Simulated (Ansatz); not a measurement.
Diatomic MgO, closed-shell singlet (the spin of the measured ground state).

D_e counts from the fitted minimum to each atom's lowest state at the same level, without counterpoise. The singlet is restricted.

Correlated levels freeze the inner cores; with def2 sets outer-core shells near the valence are correlated too.

Codes used: Ansatz (a first-principles code). 

| level | bond energy D_e (kcal/mol) |
|---|---|
| SVWN5/def2-TZVPP | 84.44 |
| PBE/def2-TZVPP | (withheld) |
| r2SCAN/def2-TZVPP | 58.29 |
| PBE0/def2-TZVPP | 46.84 |
| BHLYP/def2-TZVPP | (withheld) |
| wB97X-V/def2-TZVPP | 47.44 |
| wB97M-V/def2-TZVPP | 46.51 |
| B2PLYP/def2-TZVPP | 59.29 |
| CCSD(T)/def2-QZVPP | 58.91 |

Task: What belongs in the gaps?

Result: 
- PBE/def2-TZVPP, bond energy D_e (kcal/mol): 66.51
- BHLYP/def2-TZVPP, bond energy D_e (kcal/mol): 28.58

Doubts at one or more of the structures used: a restricted determinant that unrestricted orbitals would lower (B2PLYP/def2-TZVPP, CCSD(T)/def2-QZVPP); other coupled-cluster roots lie near (CCSD(T)/def2-QZVPP).
